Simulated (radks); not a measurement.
Coherent X-ray form factor from a spherical all-electron density. All-electron calculation, scalar-relativistic Kohn-Sham, PBE, spin-unpolarised, spherical densities, finite nucleus; Fermi nuclear charge, rms radius of each element as measured or else 0.836 A^(1/3) + 0.57 fm. Program: a radial shooting solver on a logarithmic mesh with Libxc functionals.

sin(theta)/lambda (1/angstrom)  f0 (electrons)
0.05                                    78.284
0.1                                     76.258
0.15                                    73.239
0.2                                     69.618
0.25                                    65.753
0.3                                     61.907
0.4                                     54.839
0.5                                     48.895
0.6                                     43.981
0.8                                     36.268
1                                       30.216
1.25                                    24.260
1.5                                     19.984
2                                       15.242

The species is in the configuration that NIST lists as its ground one. Which atom or ion scatters so?

Answer. The lead ion Pb3+, [Xe] 4f14 5d10 6s1. Extrapolating in s^2 from the first two rows gives f0(0) = 79.0, near the electron count 79; among species with that count, the fall with angle is slower the higher Z, and the table is that of Z = 82; from so few rows the species is fixed only to a neighbour or two.
